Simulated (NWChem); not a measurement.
System: C2H5FSi2; SMILES F[Si@H]1C=C[SiH2]1

```xyz
10

F      0.3882    -2.1465     0.5451
Si     0.0068    -0.8771    -0.4075
C     -1.4922     0.1239     0.1017
C     -0.9993     1.3822     0.2335
Si     0.8812     1.2428     0.0313
H     -0.0423    -1.4289    -1.7939
H     -2.5559    -0.1233     0.2161
H     -1.6364     2.2549     0.4330
H      1.5042     2.0951    -1.0294
H      1.6371     1.4440     1.3055
```
Atoms are numbered in this order, from 1.

Computed with NWChem. Coordinates come from a PBE0/def2-SVP optimisation. GIAO values for the isolated, static molecule; σ is the absolute isotropic shielding, δ = σ(reference) − σ with the isolated reference molecule computed at the same levels (13C: tetramethylsilane, 19F: trichlorofluoromethane, 1H: tetramethylsilane, 29Si: tetramethylsilane).

Q: What does the run give for BHandHLYP/pcSseg-1? Quantities: δ F1 (ppm); δ Si2 (ppm); δ C4 (ppm); δ H6 (ppm); δ H7 (ppm); δ H8 (ppm); δ H9 (ppm).

A: 
```json
{
  "δ F1 (ppm)": "-165.2",
  "δ Si2 (ppm)": "13.2",
  "δ C4 (ppm)": "173.3",
  "δ H6 (ppm)": "5.47",
  "δ H7 (ppm)": "7.62",
  "δ H8 (ppm)": "7.78",
  "δ H9 (ppm)": "4.50"
}
```
